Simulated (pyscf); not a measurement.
Single points on ωB97X-D3(BJ)/def2-SVP structures (PySCF, gas phase).

### Question
What is the homolytic dissociation enthalpy (298 K, ωB97M-D3(BJ)/def2-TZVP) of the As–O bond of H₂Si=As–O–SiH₃, to H₂Si=As• + •O–SiH₃?

### Answer
As–O to H₂Si=As• + •O–SiH₃: 73.9 kcal/mol. The 7 functionals that were run give +70.8 (r²SCAN) to +77.6 kcal/mol (ωB97X-D3(BJ)). The radicals are drawn with the spin at the cut bond; how far it spreads was not checked. •O–SiH₃ lies 24.9 kcal/mol over its isomer HO–SiH₂•, and others may lie lower still (electronic energy, ωB97M-D3(BJ)). Other isomers of H₂Si=As• were not searched in full and may lie lower. Elements up to Kr have no core potential and no relativistic terms here.
